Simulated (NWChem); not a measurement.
System: GeH₄Se; SMILES [GeH3][SeH]

Input file for NWChem:

```
start job
memory heap 200 mb stack 900 mb global 1100 mb
geometry units angstroms noautosym
  Ge     0.001745     1.158836    -0.027684
  Se    -0.041630    -1.194734    -0.137523
  H      0.850288     1.728824    -1.177203
  H     -1.467286     1.585680    -0.169800
  H      0.565710     1.626107     1.326209
  H      1.434729    -1.287244    -0.385225
end
basis spherical
  * library def2-tzvp
end
dft
  xc pbe0
  disp vdw 4
  grid fine
  iterations 150
end
driver
  maxiter 120
  tight
end
task dft optimize
task dft freq
```

NWChem printed, in part:

```
             Northwest Computational Chemistry Package (NWChem) 7.3.0
             --------------------------------------------------------

                             Geometry "geometry" -> ""
                             -------------------------

 Output coordinates in angstroms (scale by  1.889725989 to convert to a.u.)

  No.       Tag          Charge          X              Y              Z
 ---- ---------------- ---------- -------------- -------------- --------------
    1 Ge                  32.0000     0.00140413     1.15719081     0.05756870
    2 Se                  34.0000    -0.04197087    -1.19637919    -0.05227030
    3 H                    1.0000     0.84994713     1.72717881    -1.09195030
    4 H                    1.0000    -1.46762687     1.58403481    -0.08454730
    5 H                    1.0000     0.56536913     1.62446181     1.41146170
    6 H                    1.0000     1.43438813    -1.28888919    -0.29997230

 Effective nuclear repulsion energy (a.u.)     313.2398244848

                                Z-matrix (autoz)
                                --------

 Units are Angstrom for bonds and degrees for angles

      Type          Name      I     J     K     L     M      Value
      ----------- --------  ----- ----- ----- ----- ----- ----------
    1 Stretch                  1     2                       2.35653
    2 Stretch                  1     3                       1.53828
    3 Stretch                  1     4                       1.53637
    4 Stretch                  1     5                       1.53929
    5 Stretch                  2     6                       1.49985
    6 Bend                     1     2     6                92.93378
    7 Bend                     2     1     3               110.20577
    8 Bend                     2     1     4               104.80710
    9 Bend                     2     1     5               110.54364
   10 Bend                     3     1     4               110.81620
   11 Bend                     3     1     5               110.04071
   12 Bend                     4     1     5               110.32484
   13 Torsion                  3     1     2     6          45.12999
   14 Torsion                  4     1     2     6         164.40307
   15 Torsion                  5     1     2     6         -76.73267

                           NWChem Geometry Optimization
                           ----------------------------

[...]

      ----------------------
      Optimization converged
      ----------------------

  Step       Energy      Delta E   Gmax     Grms     Xrms     Xmax
  ---- ---------------- -------- -------- -------- -------- --------
@   28   -4480.42862466 -2.3D-10  0.00000  0.00000  0.00003  0.00009
                                     ok       ok       ok

                                Z-matrix (autoz)
                                --------

 Units are Angstrom for bonds and degrees for angles

      Type          Name      I     J     K     L     M      Value     Gradient
      ----------- --------  ----- ----- ----- ----- ----- ---------- ----------
    1 Stretch                  1     2                       2.35651    0.00000
    2 Stretch                  1     3                       1.53542   -0.00000
    3 Stretch                  1     4                       1.53310   -0.00000
    4 Stretch                  1     5                       1.53543   -0.00000
    5 Stretch                  2     6                       1.46861    0.00000
    6 Bend                     1     2     6                93.01717    0.00000
    7 Bend                     2     1     3               110.42555   -0.00000
    8 Bend                     2     1     4               104.83143    0.00000
    9 Bend                     2     1     5               110.42565   -0.00000
   10 Bend                     3     1     4               110.53910    0.00000
   11 Bend                     3     1     5               109.98194    0.00000
   12 Bend                     4     1     5               110.53901    0.00000
   13 Torsion                  3     1     2     6          60.92685   -0.00000
   14 Torsion                  4     1     2     6         179.99835   -0.00000
   15 Torsion                  5     1     2     6         -60.93020   -0.00000

                         Geometry "geometry" -> "geometry"
                         ---------------------------------

 Output coordinates in angstroms (scale by  1.889725989 to convert to a.u.)

  No.       Tag          Charge          X              Y              Z
 ---- ---------------- ---------- -------------- -------------- --------------
    1 Ge                  32.0000     0.00297438     1.15841351     0.02691603
    2 Se                  34.0000    -0.03670826    -1.18753758    -0.19240191
    3 H                    1.0000     0.79224918     1.79130188    -1.12808485
    4 H                    1.0000    -1.46901826     1.58295887    -0.03129984
    5 H                    1.0000     0.62683161     1.56046410     1.37104690
    6 H                    1.0000     1.42518212    -1.29800289    -0.10588613

 Effective nuclear repulsion energy (a.u.)     313.6124782213

                Final and change from initial internal coordinates
                --------------------------------------------------

                                Z-matrix (autoz)
                                --------

[...]

 Rotational Constants
 --------------------
 A=   1.976839 cm-1  (  2.844166 K)
 B=   0.074804 cm-1  (  0.107625 K)
 C=   0.074097 cm-1  (  0.106607 K)

 Temperature                      =   298.15K
 frequency scaling parameter      =   1.0000

 Zero-Point correction to Energy  =   19.313 kcal/mol  (  0.030777 au)
 Thermal correction to Energy     =   21.828 kcal/mol  (  0.034785 au)
 Thermal correction to Enthalpy   =   22.420 kcal/mol  (  0.035729 au)

 Total Entropy                    =   69.107 cal/mol-K
   - Translational                =   41.042 cal/mol-K (mol. weight = 156.8715)
   - Rotational                   =   24.491 cal/mol-K (symmetry #  =        1)
   - Vibrational                  =    3.574 cal/mol-K

 Cv (constant volume heat capacity) =   12.650 cal/mol-K
   - Translational                  =    2.979 cal/mol-K
   - Rotational                     =    2.979 cal/mol-K
   - Vibrational                    =    6.692 cal/mol-K

[normal modes left out]

 ----------------------------------------------------------------------------
 Normal Eigenvalue ||           Projected Infra Red Intensities
  Mode   [cm**-1]  || [atomic units] [(debye/angs)**2] [(KM/mol)] [arbitrary]
 ------ ---------- || -------------- ----------------- ---------- -----------
    1      -65.501 ||    0.005339           0.123         5.205       1.478
    2       -0.000 ||    0.001491           0.034         1.453       0.413
    3       -0.000 ||    0.000159           0.004         0.155       0.044
    4       -0.000 ||    0.000000           0.000         0.000       0.000
    5        0.000 ||    0.000150           0.003         0.147       0.042
    6        0.000 ||    0.000119           0.003         0.116       0.033
    7        0.000 ||    0.000128           0.003         0.125       0.036
    8      287.926 ||    0.010344           0.239        10.084       2.864
    9      477.237 ||    0.012915           0.298        12.590       3.576
   10      539.656 ||    0.008052           0.186         7.850       2.230
   11      703.157 ||    0.010204           0.235         9.948       2.825
   12      817.241 ||    0.235514           5.433       229.591      65.209
   13      868.711 ||    0.040139           0.926        39.130      11.114
   14      882.510 ||    0.041808           0.965        40.756      11.576
   15     2157.587 ||    0.077793           1.795        75.836      21.539
   16     2161.901 ||    0.110048           2.539       107.280      30.470
   17     2180.446 ||    0.089363           2.062        87.115      24.743
   18     2439.576 ||    0.006539           0.151         6.375       1.811
 ----------------------------------------------------------------------------

 ===============================================================================
      Negative Nuclear Hessian Mode    1  Eigenvalue =    -65.50 cm**(-1)
 -------------------------------------------------------------------------------
   Raw step length:  0.525 angstroms ;  The Raw step for this mode is:
    1 Ge                  32.0000     0.00000357     0.00000536    -0.00005536
    2 Se                  34.0000    -0.00039015    -0.00054503     0.00589766
    3 H                    1.0000     0.12989805    -0.01949176     0.07904350
    4 H                    1.0000     0.00994975     0.01388837    -0.15030394
    5 H                    1.0000    -0.13933808     0.00631237     0.06360641
    6 H                    1.0000     0.02977923     0.04157701    -0.45010516

  Geometry after  100.0% step for mode  1; Step length =  0.525 angstroms
   Maximum component (any atom: x,y, or z) displacement:  0.851
    1 Ge                  32.0000     0.00297796     1.15841887     0.02686068
    2 Se                  34.0000    -0.03709841    -1.18808261    -0.18650425
    3 H                    1.0000     0.92214722     1.77181012    -1.04904135
    4 H                    1.0000    -1.45906851     1.59684724    -0.18160378
    5 H                    1.0000     0.48749353     1.56677647     1.43465331
    6 H                    1.0000     1.45496135    -1.25642589    -0.55599128

  Geometry after -100.0% step for mode  1; Step length =  0.525 angstroms
   Maximum component (any atom: x,y, or z) displacement:  0.851
    1 Ge                  32.0000     0.00297081     1.15840815     0.02697139
    2 Se                  34.0000    -0.03631811    -1.18699255    -0.19829957
    3 H                    1.0000     0.66235113     1.81079365    -1.20712835
    4 H                    1.0000    -1.47896801     1.56907051     0.11900409
    5 H                    1.0000     0.76616969     1.55415173     1.30744049
    6 H                    1.0000     1.39540289    -1.33957990     0.34421903

  Geometry after   50.0% step for mode  1; Step length =  0.262 angstroms
   Maximum component (any atom: x,y, or z) displacement:  0.425
    1 Ge                  32.0000     0.00297617     1.15841619     0.02688835
    2 Se                  34.0000    -0.03690333    -1.18781010    -0.18945308
    3 H                    1.0000     0.85719820     1.78155600    -1.08856310
    4 H                    1.0000    -1.46404338     1.58990305    -0.10645181
    5 H                    1.0000     0.55716257     1.56362028     1.40285010
    6 H                    1.0000     1.44007173    -1.27721439    -0.33093870

  Geometry after  -50.0% step for mode  1; Step length =  0.262 angstroms
   Maximum component (any atom: x,y, or z) displacement:  0.425
    1 Ge                  32.0000     0.00297260     1.15841083     0.02694371
    2 Se                  34.0000    -0.03651318    -1.18726507    -0.19535074
    3 H                    1.0000     0.72730015     1.80104776    -1.16760660
    4 H                    1.0000    -1.47399313     1.57601469     0.04385212
    5 H                    1.0000     0.69650065     1.55730792     1.33924369
    6 H                    1.0000     1.41029250    -1.31879139     0.11916645

  Geometry after   23.5% step for mode  1; Step length =  0.123 angstroms
   Maximum component (any atom: x,y, or z) displacement:  0.200
    1 Ge                  32.0000     0.00297522     1.15841477     0.02690302
    2 Se                  34.0000    -0.03680000    -1.18766574    -0.19101517
    3 H                    1.0000     0.82279275     1.78671869    -1.10949896
    4 H                    1.0000    -1.46667872     1.58622451    -0.06664155
    5 H                    1.0000     0.59406836     1.56194836     1.38600299
    6 H                    1.0000     1.43218426    -1.28822669    -0.21172158

  Geometry after  -23.5% step for mode  1; Step length =  0.123 angstroms
   Maximum component (any atom: x,y, or z) displacement:  0.200
    1 Ge                  32.0000     0.00297354     1.15841225     0.02692905
    2 Se                  34.0000    -0.03661652    -1.18740943    -0.19378866
    3 H                    1.0000     0.76170561     1.79588508    -1.14667074
    4 H                    1.0000    -1.47135779     1.57969323     0.00404186
    5 H                    1.0000     0.65959486     1.55897984     1.35609081
    6 H                    1.0000     1.41817998    -1.30777910    -0.00005068

  Geometry after   11.8% step for mode  1; Step length =  0.062 angstroms
   Maximum component (any atom: x,y, or z) displacement:  0.100
    1 Ge                  32.0000     0.00297480     1.15841414     0.02690952
    2 Se                  34.0000    -0.03675413    -1.18760166    -0.19170854
    3 H                    1.0000     0.80752096     1.78901028    -1.11879190
    4 H                    1.0000    -1.46784849     1.58459169    -0.04897070
    5 H                    1.0000     0.61044998     1.56120623     1.37852494
    6 H                    1.0000     1.42868319    -1.29311479    -0.15880385

  Geometry after  -11.8% step for mode  1; Step length =  0.062 angstroms
   Maximum component (any atom: x,y, or z) displacement:  0.100
    1 Ge                  32.0000     0.00297396     1.15841288     0.02692254
    2 Se                  34.0000    -0.03666239    -1.18747351    -0.19309528
    3 H                    1.0000     0.77697739     1.79359348    -1.13737779
    4 H                    1.0000    -1.47018803     1.58132605    -0.01362899
    5 H                    1.0000     0.64321324     1.55972197     1.36356885
    6 H                    1.0000     1.42168105    -1.30289100    -0.05296840
```

Level: PBE0-D3(BJ)/def2-TZVP. This build's default masses of Se (78.918 u) and Br (79.917 u) are each other's, which moves their modes by up to 0.6 %. The optimisation ended at a saddle point (imaginary frequency).
